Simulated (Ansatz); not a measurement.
`BC[SiH]1CC1` → `C=CBC[SiH3]`  (isomerisation)

Program: Ansatz. Geometries: PBE0-D4/def2-TZVP. ΔE: electronic, gas phase. CCSD(T)/CBS adds triple-zeta CCSD(T) − MP2 to the extrapolated MP2 energy (def2 sets, frozen cores). Each species was taken in one conformer, which may not be the lowest.

```json
{"level": "HF/CBS(def2)", "ΔE (kJ/mol)": "-99.1"}
{"level": "CCSD/CBS(def2)", "ΔE (kJ/mol)": "-58.2"}
```

**Question.** What does CCSD(T)/CBS give? (An estimate is asked.)

**Answer.** Computed: -53.8 kJ/mol. The listed levels differ from it by -45.3, -4.4 kJ/mol.

Largest T1 diagnostic among the species: 0.012.

In def2-TZVPP, CCSD(T) changes the Hartree–Fock value by +43.2 kJ/mol (the triples alone add +4.4 kJ/mol) and MP2 by +56.1 kJ/mol.
